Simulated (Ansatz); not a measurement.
Calculated with Ansatz (gas phase, PBE0-D4/def2-TZVP geometries, no zero-point term in ΔE). CCSD(T)/CBS is the MP2 limit (def2-TZVPP, def2-QZVPP) plus CCSD(T) − MP2 in def2-TZVPP, frozen cores. Double bonds are as drawn, so ΔE can hold a change between cis and trans. Functionals use def2-TZVPP. B3LYP here is the variant with VWN-RPA as its local correlation; programs differ in this. For Br, Ge outer-core shells are correlated without core-valence functions, which leaves a few kJ/mol of doubt a bond. Scalar relativity is left out up to krypton. Each species was taken in one conformer, which may not be the lowest.

`O[SiH](O)/C=[CH]\[GeH3]` + `O[SiH2]CBr` → `O[SiH2]C[SiH](O)O` + `[GeH3]/[CH]=C\Br`  (redistribution)

`O[SiH](O)/C=[CH]\[GeH3]`:

Z-matrix (Å, degrees):
```
Si
O 1 1.644
C 1 1.851 2 105.1
O 1 1.643 2 113.2 3 121.4
H 1 1.482 2 110.9 3 -123.0
H 2 0.958 1 118.5 3 165.9
C 3 1.336 1 127.9 2 -9.7
H 3 1.093 1 115.2 2 170.2
H 4 0.959 1 117.2 2 -65.5
Ge 7 1.958 3 129.3 1 -1.1
H 7 1.091 3 117.6 1 179.6
H 10 1.543 7 105.5 3 -172.5
H 10 1.534 7 112.1 3 70.1
H 10 1.534 7 112.2 3 -54.9
```

`O[SiH2]CBr`:

Cartesian coordinates in Å:
```
O -0.493 -1.524 -1.110
Si 0.179 -0.721 0.164
C 0.065 1.139 -0.061
Br 0.955 1.926 1.483
H -1.438 -1.678 -1.101
H 1.607 -1.101 0.201
H -0.509 -1.066 1.435
H 0.587 1.500 -0.946
H -0.954 1.523 -0.065
```

`O[SiH2]C[SiH](O)O`:

```xyz
14

O    -1.497   -1.343   -0.553
Si    0.136   -1.501   -0.846
C     0.844    0.199   -0.655
Si    0.346    1.095    0.908
O    -0.006    2.625    0.415
O    -0.914    0.367    1.661
H    -2.056   -2.101   -0.725
H     0.334   -2.055   -2.215
H     0.742   -2.455    0.123
H     0.524    0.813   -1.504
H     1.937    0.134   -0.700
H     1.431    1.127    1.919
H    -0.319    3.236    1.085
H    -1.501   -0.141    1.087
```

`[GeH3]/[CH]=C\Br`:

```xyz
9

Ge    1.292    0.004    0.373
C    -0.643    0.176    0.451
C    -1.477   -0.040   -0.551
Br   -0.920   -0.566   -2.275
H     1.848    0.354    1.763
H     1.682   -1.436    0.010
H     1.869    0.971   -0.670
H    -1.099    0.476    1.392
H    -2.554    0.060   -0.493
```

```
         level  ΔE (kJ/mol)
      B3LYP-D4        -34.9
           PBE        -40.9
 HF/def2-TZVPP        -21.1
MP2/def2-QZVPP        -41.3
```

Question: What does CCSD(T)/CBS give? (An estimate is asked.)

Answer: The calculation gave: -35.7 kJ/mol. The listed levels differ from it by 0.8, -5.2, 14.6, -5.6 kJ/mol.

Largest T1 diagnostic among the species: 0.012.

In def2-TZVPP, CCSD(T) changes the Hartree–Fock value by −15.2 kJ/mol (the triples alone add −2.0 kJ/mol) and MP2 by −20.5 kJ/mol.
